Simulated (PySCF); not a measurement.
Fractional electron number in Pd⁺ (palladium, charge +1)

The 4d beta orbital of [Kr] 4d9 is emptied in steps (occupation f), with all orbitals relaxed, ending at [Kr] 4d8. Computed with PySCF 2.14 in def2-SVP with the def2 core potential (28 electrons) (5s3p2d1f, 31 functions), with a scalar-relativistic core potential. The exact energy is a straight line in f; departures are measured from the line between the end points of the same method.

```
  f  M06-2X (eV)
  1        0.000
0.8       -0.378
0.6       -0.580
0.4       -0.595
0.2       -0.412
  0        0.000
```

**Question.** For M06-2X, how does the orbital energy at f = 1 compare with the removal energy?

**Answer.** −ε = 17.590 eV against a total-energy difference of 19.902 eV. By Janak's theorem ε = ∂E/∂f, so the gap between them reflects the curvature. Along the path −ε is 18.444 (f = 0.8), 19.351 (f = 0.6), 20.308 (f = 0.4), 21.347 (f = 0.2) eV.

Reference removal energy between the ground levels: 19.43 ± 0.12 eV (semi-empirical (NIST evaluation); NIST Atomic Spectra Database, ionization energies). The calculation has no spin-orbit coupling. The determinant left behind need not be the lowest term of the ion.
